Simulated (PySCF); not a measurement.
Ag(PF3)(OH) (singlet state).
Cartesian coordinates in Å at the PBE0-D3(BJ)/def2-SVP level; atoms count from 1:
```
atom  x, y, z in Å
Ag1   -0.118    0.083   -0.992
P2     0.001    0.087    1.262
F3    -0.477    1.372    2.039
F4     1.415   -0.107    1.931
F5    -0.803   -1.004    2.067
O6    -0.266    0.138   -2.949
H7     0.247   -0.568   -3.357
```

The calculation used PBE0-D3(BJ)/def2-SVP geometry optimisation, gas phase, def2 core potentials past Kr in PySCF.

Task: Which atoms are bound to Ag1, and at what distances?

Result: 2 atoms: O6 1.964 Å, P2 2.257 Å. The nearest atom not counted as bound is H7, at 2.48 Å.

Task: What is the shape at Ag1?

Result: Almost linear: angle 177.8°.

Task: What are the other bond lengths?

Result: P2–F3, P2–F4, P2–F5 1.576 Å; O6–H7 0.964 Å.

Task: Give some angles away from the centre.

Result: Ag1–P2–F3 118.6°, Ag1–P2–F4 118.1°, F3–P2–F4 99.4°.

Point group: near Cs, missed by 0.29 Å at most; the miss may be what the optimiser left on a soft mode. Charge 0, singlet. Stationary, but not proved a minimum.

The run took 44 s wall on an Arm Neoverse V2 with one thread, on a shared host. That covers the optimisation of the geometry.
